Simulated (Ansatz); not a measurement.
`C[SiH2][S][Ti]([Cl])([Cl])[Cl]` + HBr → `C[SiH2]Br` + `[SH][Ti]([Cl])([Cl])[Cl]`  (ligand exchange at the Si–S bond)

Gas-phase electronic energies from Ansatz, PBE0-D4/def2-TZVP geometries. CBS: MP2 limit from def2 TZ/QZ plus the TZ coupled-cluster correction, frozen cores. DFT in def2-TZVPP. For Br, Ti outer-core shells are correlated without core-valence functions, which leaves a few kJ/mol of doubt a bond. Scalar relativity is left out up to krypton. Each species was taken in one conformer, which may not be the lowest.

(1) Is it downhill or uphill in electronic energy at CCSD(T)/CBS, and by how much? (An estimate is asked.)

(2) What do these levels give: r2SCAN0-D4, SCS-MP2/def2-TZVPP, CCSD/def2-TZVPP, MP2/def2-QZVPP, HF/CBS(def2), MP2/CBS(def2)? (An estimate is asked.)

Largest T1 diagnostic among the species: 0.026, so the coupled-cluster value is less sure than usual.

## Answers

(1) Ansatz gave: Downhill: ΔE = -3.6 kcal/mol.

(2) Computed: r2SCAN0-D4 -4.8, SCS-MP2/def2-TZVPP -3.8, CCSD/def2-TZVPP -4.9, MP2/def2-QZVPP -2.4, HF/CBS(def2) -10.3, MP2/CBS(def2) -2.5 kcal/mol.

Leaving LDA and LC-ωPBE aside and taking each functional with its dispersion term where it has one, the values, not all of them listed here, spread over 3.1 kcal/mol, from B2PLYP to revPBE-D4. LDA lies +2.6 kcal/mol from PBE without D4. The D4 term adds +4.1 kcal/mol with B3LYP and +2.4 kcal/mol with PBE0; it sums over pairs of atoms, weighted by their polarisabilities, and B3LYP, whose exchange is more repulsive, gets the larger term. In def2-TZVPP, CCSD(T) changes the Hartree–Fock value by +6.9 kcal/mol (the triples alone add +1.6 kcal/mol) and MP2 by +8.0 kcal/mol.

B3LYP here is the variant with VWN-RPA as its local correlation; programs differ in this.
